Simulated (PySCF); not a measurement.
# Correlation energy of Sc (scandium, neutral)

[Ar] 3d2 4s1, high-spin 4F determinant (an excited configuration). Computed with PySCF 2.14 in aug-cc-pVTZ-DK, with the spin-free X2C one-electron Hamiltonian (Gaussian nucleus). Frozen: [Ar]; 3 electrons correlated.

```csv
level,correlation energy (mhartree)
CCSD,-19.36
(T),-0.32
CCSD(T),-19.68
```

Diagnostics: T1 = 0.021, D1 = 0.0326, largest double amplitude 0.044.

Task: Is a single reference adequate?

Result: Yes: T1 lies below 0.03 and no double amplitude reaches 0.07.
